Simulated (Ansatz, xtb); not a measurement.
**Relative energy of two structures of GeH2P2−**

Structure X is a doublet given by its coordinates and structure Y is the doublet with the links of `[P-]1[PH][GeH]1`. Both are isolated ions in the gas phase, relaxed with PBE0-D3(BJ)/def2-SVPD.

X (Å):

```xyz
5

Ge   -0.3923    0.9744   -0.2751
P    -0.8434   -0.4902    1.5934
P     1.1488   -0.6884    0.5616
H     0.7936   -1.7565   -0.3352
H    -1.5359   -1.5249    0.8716
```

Close contacts (Å): Ge1–P2 2.42, Ge1–P3 2.42, P2–P3 2.25, P2–H5 1.44, P3–H4 1.44.

Y (Å):

```xyz
5

Ge   -0.0297    1.4152   -0.3241
P     1.0996    0.4649    1.5392
P     0.3263   -0.9532    0.0195
H    -1.4815    1.3100    0.3602
H     1.5487   -1.0873   -0.7271
```

Q: Estimate which is lower in electronic energy at CCSD(T)/def2-SVPD + ΔMP2/def2-TZVPPD, and by roughly how much.

A: The CCSD(T)/def2-SVPD + ΔMP2/def2-TZVPPD calculation puts structure X lower, by 21.5 kJ/mol.

Level by level:

| level | geometry | E(Y) − E(X) (kJ/mol) | departure from the last row (kJ/mol) | job, with rough time for the two |
| --- | --- | --- | --- | --- |
| GFN2-xTB | GFN2-xTB | −20.5 | −42.0 | optimisation, 0.13 s |
| HF/STO-3G | GFN2-xTB | −7.6 | −29.0 | single point, 0.38 s |
| r2SCAN-D4/def2-SVPD | GFN2-xTB | +10.8 | −10.6 | single point, 3.9 s |
| PBE0-D3(BJ)/def2-SVPD | PBE0-D3(BJ)/def2-SVPD | +21.7 | +0.2 | optimisation, 40 s |
| HF/def2-SVPD | PBE0-D3(BJ)/def2-SVPD | +19.0 | −2.4 | part of the CCSD(T) run |
| MP2/def2-SVPD | PBE0-D3(BJ)/def2-SVPD | +25.7 | +4.3 | part of the CCSD(T) run |
| CCSD(T)/def2-SVPD | PBE0-D3(BJ)/def2-SVPD | +20.6 | −0.8 | single point |
| CCSD(T)/def2-SVPD + ΔMP2/def2-TZVPPD | PBE0-D3(BJ)/def2-SVPD | +21.5 |  | single point, 39 s |

GFN2-xTB, HF/STO-3G put the two in the other order. The largest departure from CCSD(T)/def2-SVPD + ΔMP2/def2-TZVPPD is that of GFN2-xTB, 42.0 kJ/mol. The last row adds to CCSD(T) the change of the MP2 difference between the two basis sets, here +0.8 kJ/mol.

With harmonic frequencies from PBE0-D3(BJ)/def2-SVPD (ideal gas, rigid rotor, one conformer each, 298.15 K, 1 atm): the zero-point term adds −3.8 kJ/mol; ΔH is +17.9 and ΔG +17.6 kJ/mol.

Open shells are spin-unrestricted. The correlated steps freeze 19 core orbitals; the filled d shell of Ge is correlated, in a basis made for valence electrons. Mirror images aren't counted in ΔG. Run with Ansatz 0.2.0, xtb 6.7.1; the last row on 2 threads of Intel(R) Xeon(R) 6975P-C (Granite Rapids) on a shared host.
